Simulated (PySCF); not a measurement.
CH2N, SMILES [CH][NH] (connectivity only; charge and spin as stated), neutral, multiplicity 2.

Geometry optimised at B3LYP-D3(BJ)/def2-TZVPD.

The numbers are results of PBE/def2-TZVPD in PySCF, not measurements.

Isolated molecule, no solvent.

Computed frontier levels, dipole moment and polarisability:
```
Property                                                                                                        Result
---------------------------------------------------------------------------------------------  -----------------------
α spin, highest occupied and lowest empty level                                                     -4.58 and -1.67 eV
β spin, highest occupied and lowest empty level                                                     -8.68 and -2.96 eV
dipole moment                                                                                                   0.37 D
quadrupole, principal values (traceless, Buckingham form, about the centre of nuclear charge)   -4.20, -1.20, 5.41 D·Å
mean static polarisability                                                                        23.2 bohr³ (3.44 Å³)
polarisability, principal values                                                                16.9, 21.8, 30.9 bohr³
⟨S²⟩                                                                                           0.753 (pure state 0.75)
```
